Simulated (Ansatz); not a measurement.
Species: C4H4NS, net charge -1, singlet state. It need not be the lowest isomer of its formula. Whether it binds its extra electron was not tested at this geometry. 
Geometry from a B3LYP-D3(BJ)/def2-TZVP (Ansatz, a quantum-chemistry and plane-wave program) optimisation:
SMILES: [c-]1cc(cs1)N
```xyz
10

N      2.1916    -0.4180     0.8395
C      0.8804    -0.1914     0.3153
C      0.0906    -1.2466    -0.2497
C     -1.1889    -0.9378    -0.6900
S     -1.3673     0.7612    -0.3524
C      0.2231     1.0085     0.3375
H      2.6464    -1.1617     0.3237
H      2.7654     0.4124     0.7646
H      0.5023    -2.2550    -0.3205
H      0.5893     1.9538     0.7152
```
Charge -1, spin multiplicity 1.

Parts of the frozen-core correlation energy in aug-cc-pV(D+d)Z (Ansatz, hartree). Frozen orbitals: 10; correlated occupied orbitals by spin: 16 and 16; virtual: 157 and 157. Spin-orbit coupling is left out. No relativistic terms.

| term | value |
|---|---|
| reference (HF) | -605.74521 |
| MP2 opposite-spin | ___ |
| MP2 same-spin | ___ |
| CCSD correlation | -0.91110 |
| (T) | ___ |
| T1 diagnostic | 0.018 |
| largest doubles amplitude | 0.044 |

Problem. Fill in the missing entries.

Solution. 
- MP2 opposite-spin, value: -0.64132
- MP2 same-spin, value: -0.23846
- (T), value: -0.04538
